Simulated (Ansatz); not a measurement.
One change: `N[SiH]1C[SiH2]1` becomes `[SeH][SiH]1C[SiH2]1`.

Ansatz, PBE0-D4/def2-TZVP geometries, multiplicity 1. Each molecule was computed in one conformer, which needn't be the lowest.

Scalar relativity is left out up to krypton.

| property | `N[SiH]1C[SiH2]1` |
| --- | --- |
| size of the dipole moment (ωB97M-V/def2-TZVPP) / D | 1.52 |
| HOMO–LUMO gap (B3LYP/def2-TZVPP) / eV | 6.13 |
| LUMO energy (B3LYP/def2-TZVPP) / eV | -0.14 |
| HOMO energy (B3LYP/def2-TZVPP) / eV | -6.27 |
| LUMO energy (PBE0/def2-TZVPP) / eV | 0.05 |
| HOMO–LUMO gap (PBE/def2-TZVPP) / eV | 4.64 |

Q: What does the change do to each property? (An estimate is asked.)

A: Ansatz gave: 
```csv
property,`[SeH][SiH]1C[SiH2]1`,shift
size of the dipole moment (ωB97M-V/def2-TZVPP) / D,1.10,-0.42
HOMO–LUMO gap (B3LYP/def2-TZVPP) / eV,5.98,-0.15
LUMO energy (B3LYP/def2-TZVPP) / eV,-0.66,-0.52
HOMO energy (B3LYP/def2-TZVPP) / eV,-6.64,-0.37
LUMO energy (PBE0/def2-TZVPP) / eV,-0.48,-0.53
HOMO–LUMO gap (PBE/def2-TZVPP) / eV,4.49,-0.15
```

With PBE0 the HOMO falls by 0.39 eV and the LUMO falls by 0.53 eV, so the gap narrows by about 0.14 eV. PBE moves the HOMO by -0.38 eV and ωB97M-V by -0.37 eV. Dipoles are sizes alone; their direction can turn.

B3LYP here is the variant with VWN-RPA as its local correlation; programs differ in this.

Spin–orbit coupling is left out; it splits and shifts lone-pair levels of the heavy atoms by tenths of an eV.
